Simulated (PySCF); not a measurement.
# Electronic structure of Tc²⁺ (technetium, charge +2) at the UHF level

Configuration: [Kr] 4d5, high-spin 6S determinant. Calculation: PySCF 2.14, in x2c-SVPall (6s5p5d1f, 53 functions); the spin-free X2C one-electron Hamiltonian (Gaussian nucleus).

```
Total energy                        : -4281.920933 hartree
One-electron energy                 : -5880.7555 hartree
Hartree (Coulomb) energy            : 1726.1765 hartree
Exchange energy                     : -127.3420 hartree
⟨S²⟩                                : 8.7510
⟨L²⟩                                : 0.000
Sum of ⟨r⟩                          : 25.58 bohr
Sum of ⟨r²⟩                         : 30.73 bohr²
Langevin diamagnetic susceptibility : -24.3 ×10⁻⁶ cm³/mol
Time after the integrals            : 0.3 s of wall time on 1 thread of Neoverse-N1 (shared host)
```

| shell | electrons | mean orbital energy (eV) | rms radius, mean of both spins (bohr) |
| --- | --- | --- | --- |
| 1s β | 1 | -21168.8 | 0.0394 |
| 1s α | 1 | -21168.8 | 0.0394 |
| 2s α | 1 | -3109.6 | 0.162 |
| 2s β | 1 | -3108.4 | 0.162 |
| 2p α | 3 | -2779.5 | 0.144 |
| 2p β | 3 | -2778.3 | 0.144 |
| 3s α | 1 | -588.30 | 0.441 |
| 3s β | 1 | -587.63 | 0.441 |
| 3p α | 3 | -476.71 | 0.447 |
| 3p β | 3 | -475.92 | 0.447 |
| 3d α | 5 | -296.24 | 0.435 |
| 3d β | 5 | -294.46 | 0.435 |
| 4s α | 1 | -109.35 | 1.13 |
| 4s β | 1 | -101.84 | 1.13 |
| 4p α | 3 | -77.060 | 1.26 |
| 4p β | 3 | -67.253 | 1.26 |
| 4d α | 5 | -29.990 | 1.73 |

Densities and radii are taken from the X2C orbitals without a picture-change correction, which distorts them close to the nucleus.
